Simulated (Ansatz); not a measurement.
Basis-set extrapolation for `BCN(B)C` (PBE0-D4/def2-TZVP geometry, frozen core, Ansatz). Multiplicity 1, RHF reference.

```tsv
	def2-TZVPP	def2-QZVPP
HF	-184.856130	-184.865314
MP2 correlation	-0.767194	-0.816253
CCSD(T) correlation	-0.854266	not run
```

Energies in hartree. Use E(X) = E(∞) + A·exp(−7.88·√X) for Hartree–Fock and E(X) = E(∞) + B·X^(−2.97) for correlation, with X = 3 and 4, and add CCSD(T) minus MP2 of the smaller set to the MP2 limit.

Q: What is the CCSD(T) energy at the basis-set limit?

A: HF limit: -184.865314 + (-0.009184) × 0.13774 = -184.86658. MP2 limit: -0.816253 + (-0.049059) × 0.74074 = -0.85259. Higher-order term: -0.854266 − (-0.767194) = -0.08707. Total: -185.80624 hartree, 2.61 eV below CCSD(T)/def2-TZVPP.
